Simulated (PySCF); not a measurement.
## Fluorine: a sound run and one with changed settings

Sound run: F⁺ [He] 2s2 2p4, F²⁺ [He] 2s2 2p3. Computed with PySCF 2.14 in 6-31G* (3s2p1d, 14 functions), with the non-relativistic Hamiltonian (point nucleus). The sound run starts from symmetry-adapted Hartree-Fock orbitals and uses a fine grid where one is needed.

Changed run: 26 angular points. This setting is unsound on purpose.

```csv
species,method,sound run (hartree),changed run (hartree),converged
F⁺,UHF,-98.78846,-98.78846,yes
F⁺,B3LYP,-99.07442,-99.07363,yes
F⁺,TPSS,-99.08866,-99.08875,yes
F²⁺,UHF,-97.55968,-97.55968,yes
F²⁺,B3LYP,-97.76444,-97.76444,yes
F²⁺,TPSS,-97.78357,-97.78357,yes
```

Ionisation energy of F⁺:

```tsv
method	sound run (eV)	changed run (eV)
UHF	33.437	33.437
B3LYP	35.646	35.625
TPSS	35.513	35.516
```

A coarse angular grid integrates products of high-l functions wrongly, so density functionals can shift, and the SCF can exploit the error; Hartree-Fock and MP2 need no grid.

For comparison, NIST gives 34.971 eV between the lowest levels.
